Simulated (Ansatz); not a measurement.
`N#CCC(F)(F)F` + trichlorosilane → `N#C[Si](Cl)(Cl)Cl` + `CC(F)(F)F`  (formal exchange of groups at a C–C bond)

Program: Ansatz. Geometries: PBE0-D4/def2-TZVP. ΔE: electronic, gas phase. CBS: MP2 limit from def2 TZ/QZ plus the TZ coupled-cluster correction, frozen cores. This one scheme is used for every species. Functionals use def2-TZVPP.

`N#CCC(F)(F)F`:

```xyz
9

N     1.076    0.427   -2.375
C     0.372    0.257   -1.485
C    -0.533    0.044   -0.371
C     0.196   -0.150    0.948
F     0.930    0.915    1.265
F    -0.698   -0.340    1.923
F     0.999   -1.211    0.914
H    -1.199    0.903   -0.265
H    -1.143   -0.843   -0.553
```

`Cl[SiH](Cl)Cl`:

Cartesian coordinates in Å:
```
Cl -0.284 -0.982 1.713
Si 0.093 0.061 0.013
Cl 0.349 -1.231 -1.531
Cl -1.470 1.292 -0.386
H 1.313 0.860 0.190
```

`N#C[Si](Cl)(Cl)Cl`:

Cartesian coordinates in Å:
```
N -0.923 -2.155 -0.850
C -0.497 -1.160 -0.457
Si 0.182 0.424 0.167
Cl -0.157 1.840 -1.225
Cl 2.157 0.179 0.475
Cl -0.762 0.871 1.890
```

`CC(F)(F)F`:

Z-matrix (Å, degrees):
```
C
C 1 1.497
H 1 1.089 2 109.3
H 1 1.089 2 109.3 3 -120.0
H 1 1.089 2 109.3 3 120.0
F 2 1.341 1 111.8 3 180.0
F 2 1.341 1 111.8 3 -60.0
F 2 1.341 1 111.8 3 60.0
```

```
    level  ΔE (kJ/mol)
  ωB97X-V        -54.0
CAM-B3LYP        -53.4
```

What does CCSD(T)/CBS give? (An estimate is asked.)

Computed: -60.3 kJ/mol. The listed levels differ from it by 6.3, 6.9 kJ/mol.

What do rigid-rotor, harmonic-oscillator terms from PBE0-D4/def2-TZVP frequencies (298.15 K, 1 bar) make of the CCSD(T)/CBS value? (Best estimate.)

Computed: ΔZPE = +2.5 kJ/mol, ΔH = -56.3 kJ/mol, ΔS = -6 J/(mol·K), ΔG = -54.6 kJ/mol.

Largest T1 diagnostic among the species: 0.012.

In def2-TZVPP, CCSD(T) changes the Hartree–Fock value by −8.4 kJ/mol (the triples alone add −2.0 kJ/mol) and MP2 by −12.9 kJ/mol. At CCSD(T), def2-SVP lies +7.7 kJ/mol from the extrapolated value and def2-TZVPP +1.0 kJ/mol.
